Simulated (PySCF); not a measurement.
The vertical singlet excitations below were computed for one of the candidates. Method: TDDFT wB97X-D/def2-SVPD, vertical, gas phase, core orbitals frozen in the response in PySCF. Geometries: GFN2-xTB, one conformer each.

```tsv
state	E (eV)	f
S1	5.17	0.255
S2	5.44	0.126
S3	5.44	0.0002
S4	5.82	0.0001
S5	5.95	0.0008
S6	6.29	0.0004
S7	6.50	0.0016
S8	6.67	0.043
```

Triplets computed (Tamm–Dancoff): 3.49, 4.32, 4.97 eV.

Orbital energies (eV): HOMO-3 -10.99, HOMO-2 -9.81, HOMO-1 -8.38, HOMO -7.82, LUMO 1.13, LUMO+1 1.88, LUMO+2 2.00.

Question: Which candidate is it?
A. `Clc1csc2cc[nH]c12`
B. `C=Cc1cnncn1`
C. `C#Cc1nncnc1C`
D. `CSc1cnncn1`

Answer: A. Its S1, at 5.17 eV, is the highest among the candidates; the nearest of the others has S1 at 3.37 eV. S1 is HOMO→LUMO (95%). Löwdin shares by element: HOMO carbon 61% or more (atoms not listed hold the other 39%); LUMO carbon 52% or more, sulfur 15% (atoms not listed hold the other 34%). At the same level the other candidates give, for their lowest levels:
- `C=Cc1cnncn1`: 3.02 eV (f 0.004); 3.97 eV (f 0.000); 4.98 eV (f 0.301); 5.24 eV (f 0.000); 5.80 eV (f 0.000); T1 2.40 eV; HOMO -8.82, LUMO -0.81 eV
- `CSc1cnncn1`: 3.37 eV (f 0.004); 4.08 eV (f 0.000); 4.80 eV (f 0.154); 5.42 eV (f 0.170); 5.80 eV (f 0.000); T1 2.71 eV; HOMO -8.86, LUMO -0.24 eV
- `C#Cc1nncnc1C`: 3.15 eV (f 0.003); 3.75 eV (f 0.001); 5.15 eV (f 0.199); 5.39 eV (f 0.000); 5.65 eV (f 0.143); T1 2.52 eV; HOMO -8.85, LUMO -0.49 eV
